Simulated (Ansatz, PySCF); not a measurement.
Process, species as SMILES: N[Si](N)(F)F + 4 [H][H] (H2) -> 2 F (HF) + 2 N (NH3) + [SiH4] (SiH4)
Each molecule is optimised on its own at B3LYP-D3(BJ)/def2-TZVP (Ansatz, an electronic-structure program), one conformer each, not searched for the lowest. Frequencies are from Ansatz or PySCF.

Property: energy of full hydrogenation (0 K, with B3LYP-D3(BJ) harmonic zero-point energies), in kJ/mol. Cores are frozen in the correlated levels unless marked. Spin-orbit coupling is left out. Non-relativistic. CBS marks a two-point X^-3 extrapolation of the correlation energy; Hartree-Fock from the larger set. The bracket is a focal-point correction in the basis named.

```tsv
level	program	energy of full hydrogenation (kJ/mol)
HF/STO-3G	Ansatz	255.9
HF/6-31G	Ansatz	337.6
RI-HF/aug-cc-pV(Q+d)Z	Ansatz	390.0
PBE-D3(BJ)/def2-TZVPD	Ansatz + dftd3	372.2
revPBE/def2-TZVPD	Ansatz	351.1
r2SCAN/def2-TZVPD	Ansatz	422.5
r2SCAN-D4/def2-TZVPD	Ansatz + dftd4	425.2
```

Problem. Predict the RI-MP2/CBS(aug-cc-pV(T+d)Z,aug-cc-pV(Q+d)Z)+[CCSD(T)-MP2]/aug-cc-pV(T+d)Z result (Ansatz).

Solution. 410.2 kJ/mol
